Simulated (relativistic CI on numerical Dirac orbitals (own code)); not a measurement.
Cs IV: computed level list

Calculated at this level of theory: Dirac-Coulomb-Breit CI, separate exchange-only KLI orbitals for each configuration, QED by a radiative potential, valence Slater integrals scaled by 0.85, P86 correlation energy added to each configuration (own radial code, finite nucleus).

Configurations in the expansion (outside the closed core [Kr] 4d10): 5s2.5p4, 5s.5p5, 5s2.5p3.5d, 5p6, 5s2.5p3.5f, 5s.5p4.5d, 5s2.5p3.6s, 5s2.5p3.5g, 5s2.5p3.4f, 5s2.5p3.6p, 5s.5p4.5f, 5s2.5p3.6d, 5s2.5p3.7s, 5s2.5p2.5d2, 5s2.5p.5d3, 5s2.5p.5d2.5f, 5s.5p2.5d3, 5s2.5p.5d2.6s, 5s2.5p.5d2.5g. Double excitations out of closed p, d and f shells are left out; levels of such configurations are missing from the list, as are those of other unlisted configurations, and high levels can miss mixing partners. These lack a partner that the ground configuration has and come out too high: 5s2.5p3.4f, 5s2.5p3.6p, 5s.5p4.5f, 5s2.5p3.6d, 5s2.5p3.7s.

The lowest level is 5s2.5p4 3P_2, with 84 % of that term; Hund's rules for 5s2.5p4 give 3P with J = 2, in agreement.

| No. | Configuration | Term | J | E (eV) | % | Next component (%) | jj configuration (%) |
| --- | --- | --- | --- | --- | --- | --- | --- |
| 1 | 5s2.5p4 | 3P | 2 | 0.0000 | 84 | 13 1D | 5p3/2^2 (92) |
| 2 | 5s2.5p4 | 3P | 0 | 1.1727 | 73 | 24 1S | 5p3/2^2 (80) |
| 3 | 5s2.5p4 | 3P | 1 | 1.5678 | 97 | 1 5s.5p4.5d 3P | 5p1/2 5p3/2^3 (97) |
| 4 | 5s2.5p4 | 1D | 2 | 2.5443 | 84 | 13 3P | 5p1/2 5p3/2^3 (91) |
| 5 | 5s2.5p4 | 1S | 0 | 5.2175 | 72 | 24 3P | 5p3/2^4 (80) |
| 6 | 5s.5p5 | 3P° | 2 | 15.1042 | 73 | 25 5s2.5p3.5d 3P° | 5s 5p3/2^3 (73) |
| 7 | 5s.5p5 | 3P° | 1 | 15.9706 | 63 | 24 5s2.5p3.5d 3P° | 5s 5p3/2^3 (41) |
| 8 | 5s.5p5 | 3P° | 0 | 16.7737 | 65 | 26 5s2.5p3.5d 3P° | 5s 5p1/2 5p3/2^4 (65) |
| 9 | 5p3(4S°).5d | 5D° | 3 | 17.7487 | 80 | 10 3D° | 5p3/2 5d3/2 (34) |
| 10 | 5p3(4S°).5d | 5D° | 2 | 17.7900 | 80 | 10 3D° | 5p3/2 5d3/2 (53) |
| 11 | 5p3(4S°).5d | 5D° | 4 | 17.8474 | 86 | 12 3F° | 5p3/2 5d5/2 (55) |
| 12 | 5p3(4S°).5d | 5D° | 0 | 17.8579 | 81 | 10 3P° | 5p3/2 5d3/2 (48) |
| 13 | 5p3(4S°).5d | 5D° | 1 | 17.8730 | 88 | 5 3P° | 5p1/2 5p3/2^2 5d3/2 (41) |
| 14 | 5p3(2D°).5d | 1P° | 1 | 18.5807 | 53 | 33 5s.5p5 1P° | 5p1/2 5p3/2^2 5d5/2 (32) |
| 15 | 5p3(4S°).5d | 3D° | 2 | 18.6792 | 44 | 26 3F° | 5p3/2 5d5/2 (53) |
| 16 | 5p3(4S°).5d | 3D° | 3 | 19.3690 | 58 | 16 3F° | 5p1/2 5p3/2^2 5d5/2 (68) |
| 17 | 5p3(4S°).5d | 3D° | 1 | 19.5466 | 93 | 5 3P° | 5p1/2 5p3/2^2 5d3/2 (40) |
| 18 | 5p3(2D°).5d | 3F° | 2 | 19.8308 | 59 | 38 3D° | 5p1/2 5p3/2^2 5d3/2 (80) |
| 19 | 5p3(2D°).5d | 3F° | 3 | 20.0514 | 64 | 27 3D° | 5p1/2 5p3/2^2 5d3/2 (72) |
| 20 | 5p3(2D°).5d | 1S° | 0 | 20.1472 | 83 | 13 3P° | 5p1/2 5p3/2^2 5d3/2 (39) |
| 21 | 5p3(2D°).5d | 3G° | 4 | 20.2516 | 45 | 37 3F° | 5p1/2 5p3/2^2 5d5/2 (60) |
| 22 | 5p3(2D°).5d | 3G° | 3 | 20.3621 | 63 | 22 3F° | 5p1/2 5p3/2^2 5d3/2 (28) |
| 23 | 5p3(2D°).5d | 3F° | 4 | 20.6859 | 80 | 15 3G° | 5p1/2 5p3/2^2 5d5/2 (76) |
| 24 | 5p3(2D°).5d | 3G° | 5 | 20.9801 | 100 |  | 5p1/2 5p3/2^2 5d5/2 (100) |
| 25 | 5p3(2D°).5d | 1G° | 4 | 21.1309 | 71 | 26 3G° | 5p1/2 5p3/2^2 5d3/2 (80) |
| 26 | 5p3(2D°).5d | 3D° | 1 | 21.3532 | 84 | 4 3P° | 5p3/2 5d5/2 (35) |
| 27 | 5p3(4S°).6s | 5S° | 2 | 21.4491 | 76 | 13 3P° | 5p3/2 6s (60) |
| 28 | 5p3(2P°).5d | 1D° | 2 | 21.7328 | 50 | 20 3F° | 5p1/2 5p3/2^2 5d3/2 (54) |
| 29 | 5p3(4S°).6s | 3S° | 1 | 21.9188 | 37 | 22 5s2.5p3.5d 3P° | 5p3/2 6s (30) |
| 30 | 5p3(2P°).5d | 3D° | 2 | 22.2748 | 72 | 12 1D° | 5p1/2 5p3/2^2 5d5/2 (68) |

Energies count from the lowest computed level; ° marks odd parity. Percentages are summed over parent terms; the parents shown are those of the largest component, closed shells are left out there. Filled j subshells are mostly left out of the jj labels.

The mean weight of the leading LS term, summed over parents, in these 30 levels is 72 %, and that of the leading jj configuration (from the same eigenvectors) 61 %, so LS coupling describes them better.

For a near-neutral ion this model can misplace configurations by up to about 10,000 cm⁻¹ (more where the count of f electrons changes) and terms by 10 to 25 % of their spread. Rates follow the energies as ν³ (E1, M1) or ν⁵ (E2), so they and the lifetimes can be off by large factors. The fine structure of a lone outer electron comes out too small, for d and f at times inverted, and misplaced configurations move strength between like terms. 36 of the 69 excited levels that our extract of the measured tables holds in this range could be paired (the sources list more); they are missed by 7993 cm⁻¹ on average and 11054 at most, and levels without a partner can miss by more.

LS names give the leading component of a level, which can be under half, so a name can repeat, a term be missing and a line seem to break the LS rules.
